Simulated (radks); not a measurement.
Neutral cadmium inside a hard spherical wall (all orbitals vanish at R), configuration held at [Kr] 4d10 5s2 and not refilled when levels cross. Calculated with a radial shooting solver on a logarithmic mesh with Libxc functionals: scalar-relativistic Kohn-Sham, PBE, spin-polarised, spherical densities, point nucleus. Eigenvalues in eV for spin up, with the zero of energy where the potential of the charges vanishes at infinity; a dash marks a level that is unbound or too diffuse for the functional's potential to be trusted. A positive occupied level is held by the wall or, in an anion where self-interaction has pushed it up, behind a barrier. The pressure on the wall is -dE/dV.

[
 {"R (bohr)": "free", "E (hartree)": "-5594.65385", "kinetic (hartree)": "5821.747", "e(4s)": "-105.92", "e(4p)": "-66.967", "e(4d)": "-11.733", "e(5s)": "-5.660", "e(5p, empty)": "-1.183", "e(6s, empty)": "-", "pressure (GPa)": "0"},
 {"R (bohr)": "15", "E (hartree)": "-5594.65385", "kinetic (hartree)": "5821.747", "e(4s)": "-105.92", "e(4p)": "-66.967", "e(4d)": "-11.733", "e(5s)": "-5.660", "e(5p, empty)": "-1.178", "e(6s, empty)": "0.290", "pressure (GPa)": "< 0.0001"},
 {"R (bohr)": "12", "E (hartree)": "-5594.65383", "kinetic (hartree)": "5821.747", "e(4s)": "-105.92", "e(4p)": "-66.965", "e(4d)": "-11.731", "e(5s)": "-5.658", "e(5p, empty)": "-1.151", "e(6s, empty)": "0.759", "pressure (GPa)": "0.000317"},
 {"R (bohr)": "10", "E (hartree)": "-5594.65366", "kinetic (hartree)": "5821.749", "e(4s)": "-105.90", "e(4p)": "-66.949", "e(4d)": "-11.715", "e(5s)": "-5.644", "e(5p, empty)": "-1.062", "e(6s, empty)": "1.602", "pressure (GPa)": "0.00561"},
 {"R (bohr)": "8", "E (hartree)": "-5594.65158", "kinetic (hartree)": "5821.767", "e(4s)": "-105.78", "e(4p)": "-66.832", "e(4d)": "-11.601", "e(5s)": "-5.537", "e(5p, empty)": "-0.716", "e(6s, empty)": "3.831", "pressure (GPa)": "0.101"},
 {"R (bohr)": "3", "E (hartree)": "-5593.06556", "kinetic (hartree)": "5828.433", "e(4s)": "-92.313", "e(4p)": "-53.730", "e(4d)": "1.063", "e(5s)": "16.119", "e(5p, empty)": "29.253", "e(6s, empty)": "100.01", "pressure (GPa)": "713"},
 {"R (bohr)": "2.5", "E (hartree)": "-5590.64686", "kinetic (hartree)": "5837.793", "e(4s)": "-81.349", "e(4p)": "-43.152", "e(4d)": "12.222", "e(5s)": "39.800", "e(5p, empty)": "57.936", "e(6s, empty)": "173.32", "pressure (GPa)": "2990"},
 {"R (bohr)": "1.5", "E (hartree)": "-5550.05362", "kinetic (hartree)": "5974.207", "e(4s)": "5.972", "e(4p)": "48.785", "e(4d)": "117.82", "e(5s)": "301.41", "e(5p, empty)": "339.60", "e(6s, empty)": "763.02", "pressure (GPa)": "136000"}
]
